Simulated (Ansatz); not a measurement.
```xyz
2

Sc   -0.0221    0.0389   -0.4744
O    -0.0364   -0.0078    1.1530
```

Basis set: aug-cc-pVDZ (spherical functions). Correlated methods keep 6 orbitals frozen. Charge 0, multiplicity 2.

Computed with Ansatz (development build ahead of 0.2.0); each method stands on the lowest determinant of its kind that the runs found.

Question: Give the atomization energy at this shape (free ground-state atoms in the same class of orbitals less the molecule, no zero-point energy) of doublet ScO by UHF-MP2, UHF.

Answer:

```json
{"method": "UHF-MP2", "atomization energy": "177.17 kcal/mol"}
{"method": "UHF", "atomization energy": "71.08 kcal/mol"}
```

Caution: a free atom is spin contaminated.
